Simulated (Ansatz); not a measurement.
A nudged elastic band was laid between two geometries of CH₄BClFN (9 atoms, charge 0, multiplicity 1).

All numbers below come from RKS CAM-B3LYP-D4/def2-SVP in Ansatz 0.2.0.

- movable images: 7
- climbing image: yes
- spring: 5.0 eV/Å²
- optimiser: quadratic models (default)
- start path: through a guess of the saddle point
- force threshold: 0.05 eV/Å
- iteration limit: 60
- end points: relaxed

Image 0:

```xyz
9
Properties=species:S:1:pos:R:3
C -1.036 -0.587 -0.027
N -0.007 0.355 0.358
B 1.257 0.447 -0.208
F 1.627 -0.368 -1.190
Cl 2.425 1.653 0.361
H -1.940 -0.077 -0.397
H -0.657 -1.229 -0.832
H -1.330 -1.236 0.814
H -0.250 0.996 1.104
```

Image 8:

```xyz
9
Properties=species:S:1:pos:R:3
C -0.668 -0.057 -0.617
N -0.219 -0.215 0.822
B 0.853 0.146 -0.357
F 1.733 -0.857 -0.592
Cl 1.548 1.810 -0.193
H -1.355 0.782 -0.745
H -1.043 -0.999 -1.026
H -0.245 -1.155 1.208
H -0.516 0.497 1.483
```

**Question.** Which bonds break or form, and what moves?

**Answer.** Bonds broken: C1–H8. Bonds formed: C1–B3, N2–H8.

**Question.** Give the energies along the band, and the barrier.

**Answer.** The forces met the threshold. The highest image is number 5 of 0 to 8, 3.91 eV above the first end and 2.52 eV above the last; the last end lies 1.38 eV above the first. Neighbouring images differ by up to 1.9 eV, so the band resolves the path poorly. A vibrational analysis at the climbing image gives one clearly imaginary mode, 1375i cm⁻¹: a first-order saddle point. The orbitals stay closed-shell, which can raise the energy where a bond breaks towards radicals; this wasn't checked here.

```tsv
image	path coordinate (Å)	energy (eV)	C1–H8 (Å)	C1–B3 (Å)	N2–H8 (Å)
0	0.00	0.00	1.10	2.52	2.12
1	0.60	0.09	1.10	2.50	2.13
2	1.20	0.34	1.10	2.45	2.13
3	1.79	0.69	1.09	2.33	2.08
4	2.39	2.00	1.07	2.05	1.77
5	2.99	3.91	1.22	1.66	1.31
6	3.49	2.59	1.70	1.53	1.02
7	3.99	1.56	2.06	1.54	1.01
8	4.49	1.38	2.17	1.56	1.02
```

**Question.** What is the geometry of the highest image?

**Answer.** 
```xyz
9
Properties=species:S:1:pos:R:3
C -0.723 -0.227 -0.399
N 0.167 -0.300 1.016
B 0.889 0.141 -0.206
F 1.775 -0.716 -0.763
Cl 1.299 1.907 -0.325
H -1.407 0.606 -0.550
H -0.751 -1.154 -0.974
H -0.982 -0.809 0.639
H -0.177 0.505 1.544
```

Time of the run: 5.1 min on 2 threads of Intel(R) Xeon(R) 6975P-C (Granite Rapids) (shared host), peak memory 0.24 GiB.
